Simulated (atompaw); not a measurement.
**How hard is this barium (Ba) PAW (atompaw) potential?**

| Quantity | Value |
| --- | --- |
| Element | Ba |
| Generator | atompaw 4.2.0.5 |
| Type | PAW |
| Functional | PBE |
| Relativity | scalar-relativistic |
| Frozen core | [Kr] 4d10 |
| Valence charge | 10 |
| Reference configuration | 5s2 5p6 5d0 6s1 6p1 |
| Partial waves | 5s (bound): rc 2.70 bohr; 6s (bound): rc 3.00 bohr; 5p (bound): rc 2.40 bohr; 6p (bound): rc 3.00 bohr; 5d (bound, empty): rc 3.00 bohr; 5d channel at 0.6 Ry: rc 3.00 bohr; 4f channel at -0.15 Ry: rc 3.00 bohr; 4f channel at 2.15 Ry: rc 3.00 bohr |
| Local potential | bessel scheme, radius 2.20 bohr |
| Core correction | smooth core density matched at 2.65 bohr |
| Augmentation charge | gaussian compensation charge, radius 2.80 bohr; PAW radius 3.00 bohr; waves and projectors: custom polynom gramschmidtortho |

The pseudo-atom Hamiltonian at the reference potential is diagonalised in spherical Bessel functions j_l(qr) that vanish at 20 bohr, with q² up to the cutoff. All-electron valence levels (Ry): 5s -2.5596, 6s -0.2800, 5p -1.4595, 6p -0.1277, 5d -0.2082.

**Question.** How do the lowest levels (Ry) of each channel move with the cutoff, and are there ghosts?

**Answer.**

| cutoff (Ry) | s #1 | s #2 | p #1 | p #2 | d #1 | d #2 | f #1 | f #2 | Σ f·Δε (mRy) |
| --- | --- | --- | --- | --- | --- | --- | --- | --- | --- |
| 8 | -2.5592 | -0.2798 | -1.4468 | -0.1276 | -0.2071 | 0.0145 | 0.0549 | 0.0874 | 77.3 |
| 10 | -2.5593 | -0.2799 | -1.4577 | -0.1276 | -0.2080 | 0.0144 | 0.0486 | 0.0794 | 11.5 |
| 12 | -2.5595 | -0.2799 | -1.4591 | -0.1277 | -0.2080 | 0.0144 | 0.0485 | 0.0793 | 2.6 |
| 15 | -2.5596 | -0.2799 | -1.4592 | -0.1277 | -0.2081 | 0.0144 | 0.0473 | 0.0775 | 1.8 |
| 18 | -2.5596 | -0.2799 | -1.4593 | -0.1277 | -0.2082 | 0.0144 | 0.0463 | 0.0763 | 0.9 |
| 21 | -2.5596 | -0.2799 | -1.4594 | -0.1277 | -0.2082 | 0.0144 | 0.0458 | 0.0758 | 0.3 |
| 25 | -2.5596 | -0.2799 | -1.4595 | -0.1277 | -0.2082 | 0.0144 | 0.0457 | 0.0757 | 0.1 |
| 400 | -2.5596 | -0.2799 | -1.4595 | -0.1277 | -0.2082 | 0.0144 | 0.0456 | 0.0756 | 0.0 |

Result: no extra level below or beside the all-electron valence levels (s, p, d, f tested); 10 mRy is reached at 12 Ry and 1 mRy at 18 Ry.
